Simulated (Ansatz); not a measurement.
A structure relaxed at B3LYP/def2-TZVP in Ansatz, charge 1, singlet:

Cartesian coordinates in Å:
```
Li 0.009 -0.008 0.008
Li -1.302 -1.163 -2.586
Li 1.280 1.159 2.622
Na 1.142 -2.669 -1.639
Na -1.130 2.681 1.596
```

**Question.** Give its formula and point group.

**Answer.** Na2Li3⁺. Point group C2h (tolerance 0.1 Å).

**Question.** Summarise the bond lengths by kind (pairs closer than 1.2 times the sum of covalent radii, bridged metal pairs left out).

**Answer.** 4 × Li–Na 3.02 to 3.33 Å.

The restricted singlet is unstable towards broken spin symmetry in Hartree–Fock (as tested in another run); at B3LYP/def2-TZVP this wasn't settled. Another isomer (singlet) lies 0.15 eV lower at PBE0/def2-TZVP; other spin states weren't run for this one.
